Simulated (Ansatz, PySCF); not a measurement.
Reaction (SMILES): Cl[SiH](Cl)N[SiH](Cl)Cl + N (NH3) + 4 [SiH4] (SiH4) -> 2 N[SiH3] + 4 [SiH3]Cl [chlorosilane]
Each molecule is optimised on its own at B3LYP-D3(BJ)/def2-TZVP (Ansatz, an electronic-structure program), one conformer each, not searched for the lowest. Frequencies are from Ansatz or PySCF.

Quantity: bond separation energy (enthalpy at 298 K, with B3LYP-D3(BJ) rigid-rotor harmonic-oscillator terms), in kJ/mol. Valence correlation only, unless marked. Spin-orbit coupling is left out. Non-relativistic unless marked X2C. CBS marks a two-point X^-3 extrapolation of the correlation energy; Hartree-Fock from the larger set.

| level | program | bond separation energy (kJ/mol) | minus last row |
|---|---|---|---|
| HF/cc-pV(T+d)Z | Ansatz | 45.2 | -30.4 |
| PBE/def2-TZVPD | Ansatz | 70.4 | -5.2 |
| PBE0-D4/def2-TZVPD | Ansatz + dftd4 | 80.7 | 5.1 |
| HSE06/def2-TZVPD | Ansatz | 67.6 | -8.0 |
| SCS-MP2/cc-pV(D+d)Z | Ansatz | 78.3 | 2.7 |
| X2C-CCSD(T)/cc-pVTZ-DK | Ansatz | 80.4 | 4.8 |
| CCSD(T)/CBS(cc-pV(T+d)Z,cc-pV(Q+d)Z) | Ansatz | 75.6 | 0.0 |
